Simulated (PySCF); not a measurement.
The dipole of cyanoethynyl isothiocyanate (`N#CC#CN=C=S`) from its density and from atomic charges.

Coordinates (GFN2-xTB, Å) and charges (e) from the PBE0/pcSseg-1 density (PySCF):

```tsv
atom	x	y	z	Mulliken	IAO	Hirshfeld	ESP-fitted
N1	3.267	-0.671	-1.579	-0.2183	-0.2050	-0.1831	-0.4875
C2	2.264	-0.500	-1.038	-0.0077	+0.1435	+0.0800	+0.6815
C3	1.089	-0.305	-0.400	+0.1154	-0.1047	-0.0326	-0.6165
C4	0.025	-0.071	0.147	+0.2944	+0.1336	+0.0652	+0.4487
N5	-1.076	0.074	0.764	-0.5143	-0.1358	-0.0447	-0.0695
C6	-2.107	0.524	1.177	+0.2166	+0.0673	+0.1150	+0.0178
S7	-3.458	0.954	1.802	+0.1139	+0.1011	+0.0004	+0.0255
```

**Question.** What dipole does each set of charges give (1 e·Å = 4.803 D), and what does the density give?

**Answer.** The full density gives (-3.70, 0.87, 1.88) D, 4.24 D in size; dipole vectors point from the negative to the positive end.

```json
{"scheme": "Mulliken", "μx": "-4.29", "μy": "1.34", "μz": "2.00", "size (D)": "4.92", "share of the full size (%)": "116", "angle to the full dipole (°)": "4"}
{"scheme": "IAO", "μx": "-3.85", "μy": "1.01", "μz": "1.89", "size (D)": "4.40", "share of the full size (%)": "104", "angle to the full dipole (°)": "2"}
{"scheme": "Hirshfeld", "μx": "-3.10", "μy": "0.70", "μz": "1.59", "size (D)": "3.56", "share of the full size (%)": "84", "angle to the full dipole (°)": "0"}
{"scheme": "ESP-fitted", "μx": "-3.65", "μy": "0.82", "μz": "1.87", "size (D)": "4.18", "share of the full size (%)": "99", "angle to the full dipole (°)": "1"}
```

**Question.** Which set comes closest?

**Answer.** Length of the difference vector: ESP-fitted 0.07 D, IAO 0.20 D, Hirshfeld 0.68 D, Mulliken 0.77 D. Closest: ESP-fitted. ESP charges are fitted to the potential around the molecule, whose slowest-falling term is the dipole's. 

**Question.** What is left for the Hirshfeld atoms' own dipoles?

**Answer.** The shares of the density sum to the whole, so what Σ q r misses lies in dipoles about the nuclei. The atomic dipoles sum to (-3.70, 0.87, 1.88) − (-3.10, 0.70, 1.59) = (-0.60, 0.17, 0.29) D, 0.68 D in size.

**Question.** With the origin at the mean of the coordinates, (0.000, 0.001, 0.125) Å, which are the largest single terms, by size, of the Mulliken dipole along the direction of the full one?

**Answer.** N1 +3.92, N5 -3.06, C6 +2.51, S7 +2.16, C3 -0.69 D; all 7 atoms together +4.91 D. The single terms depend on the origin, their sum doesn't.

**Question.** Give the size of the full dipole in other units.

**Answer.** 4.24 D = 1.667 au = 0.882 e·Å = 14.14 × 10⁻³⁰ C·m.

Isolated species at its GFN2-xTB geometry, gas phase.

The run behind these numbers computed NMR shieldings as well. On one thread, Arm Neoverse V1, shared host, this took 13 s.
